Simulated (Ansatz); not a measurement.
Species: CH$_{5}$GeO, charge 0, doublet. CH5GeO (SMILES C[O][GeH2], doublet).
B3LYP-D3(BJ)/def2-TZVP minimum from Ansatz (a first-principles code):
```
O
C 1 1.4169
H 2 1.0913 1 107.76
H 2 1.0947 3 108.39 1 120.61
H 2 1.0961 3 108.49 4 117.78
Ge 1 1.7947 2 120.89 3 -163.47
H 6 1.5520 1 103.00 2 162.83
H 6 1.5638 7 111.81 1 114.29
```
Charge 0, spin multiplicity 2.

Total energies in cc-pVDZ, 19 correlated electrons, 16 frozen orbitals. Open shells are spin-unrestricted; no spin-orbit coupling. Correlated methods leave the cores frozen (noble-gas shells, and filled d and f shells in the p block). No relativity.

```tsv
method	program	energy (Eh)	minus CCSDT(Q) (mEh)
HF	Ansatz	-2190.94385	465.85
MP2	Ansatz	-2191.35839	51.31
CCSD	Ansatz	-2191.39599	13.71
CCSD(T)	Ansatz	-2191.40769	2.01
CCSDT(Q)	Ansatz	-2191.40970	0.00
```

Rough core times of Ansatz's runs on a shared machine: CCSD(T) under 20 s, CCSDT(Q) 30 min.
